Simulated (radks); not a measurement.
Results of a calculation; reference values are marked as such.
Co+, 26 electrons, occupied as [Ar] 4s2 3d(up 3.5, down 2.5) (fractional occupations, a model configuration).

Level of theory: non-relativistic Kohn-Sham, PBEsol, spin-polarised, spherical densities, point nucleus (a radial shooting solver on a logarithmic mesh with Libxc functionals).

Energy parts (eV):
total: -37568.361
kinetic: 37536.902
electron-nucleus: -89177.821
Hartree: 15625.401
exchange-correlation: -1552.843

Orbitals (lengths in bohr, moments of r in powers of bohr; <r^-3> diverges for s and p1/2):
orbital  occ.  eigenvalue (eV)   <1/r>  <r^-3>
1s up       1        -7524.542   26.50       -
1s down     1        -7524.540   26.50       -
2s up       1        -899.0224   5.701       -
2s down     1        -898.4235   5.703       -
2p up       3        -782.9088   5.658   526.8
2p down     3        -782.4616   5.661   527.2
3s up       1        -115.8400   1.817       -
3s down     1        -114.6726   1.814       -
3p up       3         -81.0090   1.696   67.68
3p down     3         -79.8606   1.693   67.37
3d up     3.5         -23.7366   1.369   6.599
3d down   2.5         -22.6644   1.359   6.512
4s up       1         -14.4868  0.5231       -
4s down     1         -14.2756  0.5172       -

The highest occupied level is 4s down at -14.276 eV. The spin density at the nucleus is 0.0015 e/bohr^3 (1s -0.0104, 2s -0.5021, 3s 0.2840, 4s 0.2300), a Fermi contact field of 0.0783 T. Summed over all electrons, <r^2> = 28.17 bohr^2, which gives a Langevin (diamagnetic) susceptibility term of -22.3 x 10^-6 cm^3/mol.
